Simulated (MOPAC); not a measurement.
MOPAC input (PM3):

```
PM3 1SCF CHARGE=-1 GEO-OK AUX(PRECISION=9) THREADS=1
H2Cl3Si2

Si    2.34761100 1   -0.10348700 1    0.75809500 1
Si    0.13725100 1   -0.01916000 1    0.01919900 1
Cl   -0.48938200 1   -0.85754400 1   -1.84265800 1
Cl   -1.23811500 1   -0.93049100 1    1.36230500 1
Cl   -0.62344700 1    1.96073400 1   -0.14647300 1
H     2.38052200 1   -1.58998000 1    0.39867600 1
H     2.79746000 1    0.37117700 1   -0.62474800 1
```

Output:

```
 *******************************************************************************
 **                                                                           **
 **                              MOPAC v23.2.5                                **
 **                                                                           **
 *******************************************************************************
 ** MOPAC's Digital Object Identifier: https://doi.org/10.5281/zenodo.6511958 **
 **                                                                           **
 ** Please cite the open-source release paper for use of this MOPAC version:  **
 ** J. E. Moussa and J. J. P. Stewart (2026)                                  **
 ** MOPAC: An open-source semiempirical molecular orbital program             **
 ** J. Open Source Softw., 11(119), 8025, https://doi.org/10.21105/joss.08025 **
 *******************************************************************************

                              PM3 CALCULATION RESULTS

 *******************************************************************************
 *  PM3        - The PM3 Hamiltonian to be used
 *  GEO-OK     - OVERRIDE INTERATOMIC DISTANCE AND OTHER SAFETY CHECKS
 *
 *
 *
 *                 CHARGE ON SYSTEM = -1
 *
 *
 *
 *  1SCF       - DO 1 SCF AND THEN STOP
 *  AUX        - OUTPUT AUXILIARY INFORMATION
 *******************************************************************************
PM3 1SCF CHARGE=-1 GEO-OK AUX(PRECISION=9) THREADS=1
 H2Cl3Si2

   ATOM   CHEMICAL          X               Y               Z
  NUMBER   SYMBOL      (ANGSTROMS)     (ANGSTROMS)     (ANGSTROMS)

     1      Si          2.34761100  *  -0.10348700  *   0.75809500  *
     2      Si          0.13725100  *  -0.01916000  *   0.01919900  *
     3      Cl         -0.48938200  *  -0.85754400  *  -1.84265800  *
     4      Cl         -1.23811500  *  -0.93049100  *   1.36230500  *
     5      Cl         -0.62344700  *   1.96073400  *  -0.14647300  *
     6       H          2.38052200  *  -1.58998000  *   0.39867600  *
     7       H          2.79746000  *   0.37117700  *  -0.62474800  *

          CARTESIAN COORDINATES

    NO.       ATOM           X           Y           Z

     1        Si          2.3476     -0.1035      0.7581
     2        Si          0.1373     -0.0192      0.0192
     3        Cl         -0.4894     -0.8575     -1.8427
     4        Cl         -1.2381     -0.9305      1.3623
     5        Cl         -0.6234      1.9607     -0.1465
     6         H          2.3805     -1.5900      0.3987
     7         H          2.7975      0.3712     -0.6247

  H: (PM3): J. J. P. STEWART, J. COMP. CHEM. 10, 209 (1989).
 Si: (PM3): J. J. P. STEWART, J. COMP. CHEM. 10, 209 (1989).
 Cl: (PM3): J. J. P. STEWART, J. COMP. CHEM. 10, 209 (1989).

           Empirical Formula: H2 Si2 Cl3  =     7 atoms

      MOLECULAR POINT GROUP   :   Cs

      RHF CALCULATION, NO. OF DOUBLY OCCUPIED LEVELS = 16

 -------------------------------------------------------------------------------
 PM3 1SCF CHARGE=-1 GEO-OK AUX(PRECISION=9) THREADS=1
 H2Cl3Si2

     1SCF WAS SPECIFIED, SO BFGS WAS NOT USED
     SCF FIELD WAS ACHIEVED

                              PM3 CALCULATION
                                                       MOPAC v23.2.5 Linux

          FINAL HEAT OF FORMATION =       -150.64430 KCAL/MOL =    -630.29573 KJ/MOL

          COSMO AREA              =        165.71 SQUARE ANGSTROMS
          COSMO VOLUME            =        170.51 CUBIC ANGSTROMS

          IONIZATION POTENTIAL    =          4.028816 EV
          HOMO LUMO ENERGIES (EV) =         -4.029  1.985
          NO. OF FILLED LEVELS    =         16
          MOLECULAR WEIGHT        =        164.5458         POINT GROUP:  Cs

          MOLECULAR DIMENSIONS (Angstroms)

            Atom       Atom       Distance
            H     6   Cl     5     4.68280
            H     7   Cl     4     4.47777
           Cl     3   Si     1     3.41461

          SCF CALCULATIONS        =          1

   ATOM   CHEMICAL          X               Y               Z
  NUMBER   SYMBOL      (ANGSTROMS)     (ANGSTROMS)     (ANGSTROMS)

     1      Si          2.34761100  *  -0.10348700  *   0.75809500  *
     2      Si          0.13725100  *  -0.01916000  *   0.01919900  *
     3      Cl         -0.48938200  *  -0.85754400  *  -1.84265800  *
     4      Cl         -1.23811500  *  -0.93049100  *   1.36230500  *
     5      Cl         -0.62344700  *   1.96073400  *  -0.14647300  *
     6       H          2.38052200  *  -1.58998000  *   0.39867600  *
     7       H          2.79746000  *   0.37117700  *  -0.62474800  *

                             CARTESIAN COORDINATES

   1   Si        2.347611000    -0.103487000     0.758095000
   2   Si        0.137251000    -0.019160000     0.019199000
   3   Cl       -0.489382000    -0.857544000    -1.842658000
   4   Cl       -1.238115000    -0.930491000     1.362305000
   5   Cl       -0.623447000     1.960734000    -0.146473000
   6    H        2.380522000    -1.589980000     0.398676000
   7    H        2.797460000     0.371177000    -0.624748000

           Empirical Formula: H2 Si2 Cl3  =     7 atoms

      MOLECULAR POINT GROUP   :   Cs

                  EIGENVALUES
 -51.99658 -51.16804 -51.10987 -12.25771 -10.93539  -9.41880  -9.26405  -8.08153
  -7.40014  -7.37537  -7.14907  -7.01950  -7.01151  -6.80342  -5.35134  -4.02882
   1.98515   3.58322   3.62521   3.91563   5.71880   5.76570

              NET ATOMIC CHARGES AND DIPOLE CONTRIBUTIONS

  ATOM NO.   TYPE          CHARGE      No. of ELECS.   s-Pop       p-Pop
    1         Si          -0.191593        4.1916     1.67401     2.51759
    2         Si           0.679314        3.3207     1.24395     2.07674
    3         Cl          -0.409498        7.4095     1.97364     5.43586
    4         Cl          -0.383415        7.3834     1.97286     5.41055
    5         Cl          -0.383415        7.3834     1.97286     5.41055
    6          H          -0.155696        1.1557     1.15570
    7          H          -0.155696        1.1557     1.15570
 DIPOLE           X         Y         Z       TOTAL
 POINT-CHG.    -1.437     0.776     0.901     1.866
 HYBRID        -2.073    -1.371    -3.472     4.270
 SUM           -3.510    -0.596    -2.571     4.392

          ATOMIC ORBITAL ELECTRON POPULATIONS

     Atom    s        px        py        pz
    1 Si   1.67401   0.66055   0.89202   0.96501
    2 Si   1.24395   0.89129   0.58543   0.60002
    3 Cl   1.97364   1.93766   1.89150   1.60671
    4 Cl   1.97286   1.77938   1.87036   1.76081
    5 Cl   1.97286   1.91784   1.53378   1.95894
    6  H   1.15570
    7  H   1.15570

 **********************
 *                    *
 * JOB ENDED NORMALLY *
 *                    *
 **********************

 == MOPAC DONE ==
```

The dipole moment of an ion depends on the origin.

The geometry given is a B3LYP-D3(BJ)/def2-TZVP minimum.
